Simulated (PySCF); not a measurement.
Compound: C₅H₈O₂Se.
Cartesian coordinates in Å at the PBE0-D3(BJ)/def2-SVP level; atoms count from 1:
```
atom  x, y, z in Å
C1     0.831   -1.308    0.342
C2     0.406   -0.054    0.167
O3    -0.888    0.406    0.187
C4    -1.993   -0.348    0.429
C5    -3.209    0.525    0.366
O6    -1.981   -1.523    0.655
Se7    1.471    1.490   -0.171
C8     3.216    0.661   -0.139
H9     0.128   -2.116    0.533
H10    1.897   -1.527    0.294
H11   -3.277    1.001   -0.623
H12   -4.102   -0.080    0.558
H13   -3.129    1.331    1.110
H14    3.310   -0.084   -0.941
H15    3.409    0.200    0.840
H16    3.941    1.468   -0.307
```

Linear response at CAM-B3LYP/def2-SVPD (PySCF, frozen core in the response, non-relativistic). Geometry: PBE0-D3(BJ)/def2-SVP, one conformer, isolated molecule. The CAM-B3LYP/def2-SVPD calculation is non-relativistic and has no spin–orbit coupling, an omission that weighs most on selenium.

Static isotropic polarisability: 96.81 au (14.35 Å³), principal values 68.3, 102.7, 119.5 au.

Problem. What is the polarisability at 1064 nm and at the sodium D line?

Solution. 97.82 au at 1064 nm (+1.0 %), 100.26 au at 589.3 nm (+3.6 %). The rise at 589.3 nm is 3.42 times that at 1064 nm; a pure ω² law gives 3.26. The lowest singlet lies at 261 nm, shorter than both wavelengths.

Problem. What is the isotropic C6 coefficient between two such molecules, C6 = (3/π)∫α(iω)² dω?

Solution. 3641 au (Eh·bohr⁶) by a ten-point quadrature over imaginary frequencies, which is 2180 eV·Å⁶ or 210 J·nm⁶/mol.

Problem. Which effective excitation energy ω̄ makes London's formula C6 = (3/4)α²ω̄ exact here?

Solution. ω̄ = 4·C6/(3α²) = 0.518 Eh = 14.1 eV. A one-pole form α(ω) = α/(1 − ω²/ω̄²) fitted to the 1064 nm value gives 11.5 eV.

Problem. What n − 1 at the D line would an ideal gas of it have at 273.15 K and 1 atm (2.6868 × 10¹⁹ cm⁻³), by n − 1 = 2π·N·α′?

Solution. 25.08 × 10⁻⁴, a formal value whether or not that pressure can be reached.

Problem. The lowest 6 singlets have (eV, f): 4.75, 0.000; 5.48, 0.106; 5.67, 0.001; 5.78, 0.024; 5.97, 0.000; 6.37, 0.118. What share of the static polarisability do they carry in the sum over states α = Σ f/ω²?

Solution. 5.34 au, 5.5 % of α; the largest term, 2.61 au, is that of the state at 5.48 eV. Their oscillator strengths add up to 0.25. Higher states carry the rest.

Problem. How many electrons N does the Slater–Kirkwood formula C6 = (3/4)·√N·α^(3/2) need to give this C6?

Solution. N = (4·C6/3)²/α³ = 26.0; the species has 88 electrons in all.
